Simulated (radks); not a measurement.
All-electron atom: F+ in [He] 2s2 2p4. Calculated with a radial shooting solver on a logarithmic mesh with Libxc functionals: scalar-relativistic Kohn-Sham, LB94 model potential, spin-polarised, spherical densities, finite nucleus; open shells are filled with parallel spins first; Fermi nuclear charge, rms radius 2.8976 fm. Some entries of the table are withheld. Estimate them.

| orbital | occ. | eigenvalue (eV) | <1/r> (bohr^-1) | <r^2> (bohr^2) |
|---|---|---|---|---|
| 1s down | 1 | -713.9085 | (1) | (2) |
| 1s up | 1 | -712.7562 | (3) | (4) |
| 2s up | 1 | -56.5107 | 1.515 | 1.108 |
| 2s down | 1 | -52.9537 | 1.493 | 1.149 |
| 2p up | 3 | -37.9640 | 1.408 | (5) |
| 2p down | 1 | -34.8157 | 1.391 | (6) |

Answer. 
(1) 1s down <1/r> (bohr^-1): 8.654
(2) 1s down <r^2> (bohr^2): 0.04127
(3) 1s up <1/r> (bohr^-1): 8.654
(4) 1s up <r^2> (bohr^2): 0.04135
(5) 2p up <r^2> (bohr^2): 1.183
(6) 2p down <r^2> (bohr^2): 1.249
